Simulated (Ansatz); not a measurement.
Ge(NCS)H3 (CH3GeNS). The state is a singlet with charge 0. Geometry PBE-D4/def2-SVP, basis def2-TZVP, Ansatz.

| run | HOMO (eV) | LUMO (eV) |
| --- | --- | --- |
| A | -6.24 | -1.43 |
| B | -7.40 | -0.23 |
| C | -6.36 | -1.04 |
| D | -7.22 | -0.35 |
| E | -8.18 | 0.68 |
| F | -8.42 | 0.75 |

Q: The runs used BHLYP, CAM-B3LYP, LDA (SPW92), PBE0, r2SCAN, r2SCAN0. Estimate which is which.

A: A LDA (SPW92) (0 % exact exchange); B r2SCAN0 (25 % exact exchange); C r2SCAN (0 % exact exchange); D PBE0 (25 % exact exchange); E BHLYP (50 % exact exchange); F CAM-B3LYP (range-separated). Exact exchange lowers occupied and raises empty levels; among semilocal functionals meta-GGAs tend to open the gap a little, and such runs are hard to tell apart. The gap grows from 4.81 eV (LDA (SPW92)) to 9.18 eV (CAM-B3LYP).
